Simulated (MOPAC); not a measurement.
MOPAC input (PM7):

```
PM7 PRECISE GNORM=0.05 LET XYZ UHF MS=0.5 GEO-OK AUX(PRECISION=9) THREADS=1
C2H7Si

C    -1.50466200 1   -0.66747700 1   -0.30717400 1
C    -0.64680600 1    0.56799300 1    0.01055100 1
Si    1.19108100 1    0.17064700 1    0.18349100 1
H    -1.19750000 1   -1.13389200 1   -1.24504500 1
H    -1.42176000 1   -1.42127600 1    0.47794200 1
H    -2.56023700 1   -0.39918800 1   -0.39981600 1
H    -0.76487400 1    1.32127000 1   -0.77307100 1
H    -0.98759900 1    1.03585300 1    0.93812700 1
H     1.73709900 1   -0.39975800 1   -1.07893500 1
H     1.42854800 1   -0.79515900 1    1.29166200 1
```

From the output:

```
                                                       MOPAC v23.2.5 Linux

          FINAL HEAT OF FORMATION =          4.80136 KCAL/MOL =      20.08891 KJ/MOL

          COSMO AREA              =        113.23 SQUARE ANGSTROMS
          COSMO VOLUME            =        102.28 CUBIC ANGSTROMS

          GRADIENT NORM           =          0.01230          =       0.00389 PER ATOM
          IONIZATION POTENTIAL    =          9.012316 EV
          ALPHA SOMO LUMO (EV)    =         -9.012  2.370
          BETA  SOMO LUMO (EV)    =        -11.080 -0.616
          NO. OF ALPHA ELECTRONS  =         10
          NO. OF BETA  ELECTRONS  =          9
          MOLECULAR WEIGHT        =         59.1628         POINT GROUP:  Cs

          MOLECULAR DIMENSIONS (Angstroms)

            Atom       Atom       Distance
            H     9    H     6     4.63893
            H    10    H     4     3.15285
            H     7    H     5     2.81039

          SCF CALCULATIONS        =         26

   ATOM   CHEMICAL          X               Y               Z
  NUMBER   SYMBOL      (ANGSTROMS)     (ANGSTROMS)     (ANGSTROMS)

     1       C         -1.56337512  *  -0.65532800  *  -0.31278964  *
     2       C         -0.60649514  *   0.50570454  *   0.00540695  *
     3      Si          1.16161117  *   0.03629388  *   0.15724540  *
     4       H         -1.35084458  *  -1.14415787  *  -1.27373673  *
     5       H         -1.57685038  *  -1.43378289  *   0.46268760  *
     6       H         -2.59638228  *  -0.28137264  *  -0.38486791  *
     7       H         -0.72732849  *   1.28905079  *  -0.78632051  *
     8       H         -0.95323338  *   0.99955420  *   0.94931534  *
     9       H          1.98837169  *   0.03504085  *  -1.01699356  *
    10       H          1.66903483  *  -0.37417842  *   1.43646745  *

                             CARTESIAN COORDINATES

   1    C       -1.563375117    -0.655328004    -0.312789641
   2    C       -0.606495144     0.505704541     0.005406946
   3   Si        1.161611168     0.036293882     0.157245404
   4    H       -1.350844577    -1.144157870    -1.273736725
   5    H       -1.576850379    -1.433782887     0.462687597
   6    H       -2.596382281    -0.281372637    -0.384867913
   7    H       -0.727328489     1.289050793    -0.786320511
   8    H       -0.953233382     0.999554205     0.949315340
   9    H        1.988371686     0.035040846    -1.016993560
  10    H        1.669034828    -0.374178423     1.436467448

           Empirical Formula: C2 H7 Si  =    10 atoms

      MOLECULAR POINT GROUP   :   Cs

          ALPHA EIGENVALUES
 -27.47831 -21.50158 -16.23529 -15.36423 -14.38693 -13.23330 -12.85914 -11.84844
 -11.08922  -9.01232   2.37043   3.43354   4.34603   5.42493   5.67067   5.94616
   6.48393   6.69416   6.91730  20.62247  21.12328  21.26415  22.10135  22.28649

           BETA EIGENVALUES
 -27.44018 -21.45613 -15.99130 -15.36034 -14.32100 -13.16199 -12.88081 -11.85332
 -11.07988  -0.61561   2.38117   3.39467   4.37314   5.43036   5.67595   5.94761
   6.50029   6.89347   7.33219  20.91617  21.39271  21.55484  22.16713  22.37203

              NET ATOMIC CHARGES AND DIPOLE CONTRIBUTIONS

  ATOM NO.   TYPE          CHARGE      No. of ELECS.   s-Pop       p-Pop       d-Pop
    1          C          -0.400833        4.4008     1.04420     3.35663
    2          C          -0.444899        4.4449     1.04763     3.39727
    3         Si           0.033789        3.9662     0.89312     2.95555     0.11754
    4          H           0.142255        0.8577     0.85775
    5          H           0.142255        0.8577     0.85775
    6          H           0.138495        0.8615     0.86151
    7          H           0.162822        0.8372     0.83718
    8          H           0.162823        0.8372     0.83718
    9          H           0.031647        0.9684     0.96835
   10          H           0.031647        0.9684     0.96835
 DIPOLE           X         Y         Z       TOTAL
 POINT-CHG.     0.009    -0.023    -0.003     0.025
 HYBRID        -0.796     0.199    -0.070     0.823
 SUM           -0.787     0.176    -0.073     0.810

          ATOMIC ORBITAL ELECTRON POPULATIONS

     Atom    s        px        py        pz      x^2-y^2     xz        z^2       yz        xy
    1  C   1.04420   1.10380   1.09053   1.16230
    2  C   1.04763   1.14906   1.08730   1.16091
    3 Si   0.89312   0.89842   1.00830   1.04884   0.02044   0.04333   0.02578   0.00736   0.02062
    4  H   0.85775
    5  H   0.85775
    6  H   0.86151
    7  H   0.83718
    8  H   0.83718
    9  H   0.96835
   10  H   0.96835

                    (SZ)    =    0.500000
                    (S**2)  =    0.751436

          ATOMIC ORBITAL SPIN POPULATIONS

    Atom   Total    s     px     py     pz   x^2-y^2  xz     z^2    yz     xy
         Atomic
    1  C  0.0168  0.004  0.007  0.005  0.001
    2  C -0.0188 -0.002 -0.013 -0.002 -0.002
    3 Si  1.0306  0.032  0.065  0.890  0.045 -0.001 -0.000 -0.001 -0.000  0.000
    4  H -0.0005 -0.000
    5  H -0.0005 -0.000
    6  H -0.0000 -0.000
    7  H  0.0037  0.004
    8  H  0.0037  0.004
    9  H -0.0175 -0.018
   10  H -0.0175 -0.018

 **********************
 *                    *
 * JOB ENDED NORMALLY *
 *                    *
 **********************

 == MOPAC DONE ==
```

The geometry given is a B3LYP-D3(BJ)/def2-TZVP minimum.
